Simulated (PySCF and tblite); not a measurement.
3 diastereomers of C₉H₁₂, numbered alike:

```
isomer                                                                SMILES  descriptors (one enantiomer)
     A  [CH:1]#[C:2][C@@H:3]1[CH2:4][C@@H:5]2[CH2:6][CH2:7][C@@H:8]2[CH2:9]1                    3r, 5S, 8R
     B     [CH:1]#[C:2][CH:3]1[CH2:4][C@H:5]2[CH2:6][CH2:7][C@@H:8]2[CH2:9]1                        5R, 8R
     C   [CH:1]#[C:2][C@H:3]1[CH2:4][C@@H:5]2[CH2:6][CH2:7][C@@H:8]2[CH2:9]1                    3s, 5S, 8R
```

Computed spectrum of one of them (conformer average at 298.15 K; GFN1-xTB geometries, energies CAM-B3LYP/pcSseg-1 (IEF-PCM, tetrahydrofuran) (D3(BJ) added where defined), GIAO shieldings CAM-B3LYP/pcSseg-1 (IEF-PCM, tetrahydrofuran); references on GFN2-xTB geometries), in ppm: ¹H (against TMS): 3.05 (1H), 2.83 (2H), 2.35 (2H), 2.17 (2H), 2.11 (1H), 2.08 (2H), 1.87 (2H). ¹³C (against TMS): 100.5 (1C), 76.9 (1C), 46.8 (2C), 42.1 (2C), 34.2 (1C), 27.2 (2C). Of the H, only those on carbon are given.

**Question.** Which isomer is it?

**Answer.** A. After a straight-line scaling (slope 0.85 to 1.15) of computed carbon shifts, the largest errors are A 1.1 ppm (at 76.9), B 8.2 ppm (at 42.1), C 2.5 ppm (at 34.2). Assigned: ¹H (against TMS): 3.05 (H3, 1H), 2.83 (H5/H8, 2H), 2.35 (H6a/H7a, 2H), 2.17 (H4a/H9a, 2H), 2.11 (H1, 1H), 2.08 (H6b/H7b, 2H), 1.87 (H4b/H9b, 2H). ¹³C (against TMS): 100.5 (C2), 76.9 (C1), 46.8 (C4/C9), 42.1 (C5/C8), 34.2 (C3), 27.2 (C6/C7). For comparison, at another level (GFN2-xTB geometries, energies PBE0/pcSseg-1 (D3(BJ) added where defined), GIAO shieldings PBE0/pcSseg-1) the isomers give: A: ¹H (against TMS): 3.02 (H3, 1H), 2.73 (H5/H8, 2H), 2.22 (H6a/H7a, 2H), 2.17 (H6b/H7b, 2H), 1.95 (H4a/H9a, 2H), 1.88 (H4b/H9b, 2H), 1.54 (H1, 1H). ¹³C (against TMS): 96.0 (C2), 75.0 (C1), 44.9 (C4/C9), 40.3 (C5/C8), 32.8 (C3), 25.7 (C6/C7). B: ¹H (against TMS): 2.95 (H3, 1H), 2.24 (H9a, 1H), 1.97 (H6a, 1H), 1.95 (H4a, 1H), 1.92 (H7a, 1H), 1.73 (H7b, 1H), 1.64 (H6b, 1H), 1.64 (H1, 1H), 1.62 (H4b, 1H), 1.61 (H5, 1H), 1.49 (H9b, 1H), 1.13 (H8, 1H). ¹³C (against TMS): 95.7 (C2), 75.5 (C1), 49.8 (C8), 47.8 (C5), 41.7 (C4), 41.5 (C9), 34.1 (C3), 27.2 (C7), 27.0 (C6). C: ¹H (against TMS): 2.96 (H3, 1H), 2.69 (H5/H8, 2H), 2.23 (H6a/H7a, 2H), 1.83 (H4a/H9a, 2H), 1.76 (H4b/H9b, 2H), 1.49 (H1, 1H), 1.31 (H6b/H7b, 2H). ¹³C (against TMS): 92.6 (C2), 74.9 (C1), 46.1 (C4/C9), 39.3 (C5/C8), 29.9 (C3), 25.1 (C6/C7).

Shifts are unscaled: against experiment ¹³C can be off by 15 ppm or more and ¹H by 0.8 ppm. GFN2-xTB leaves a saturated small ring flat here that puckers in reality.
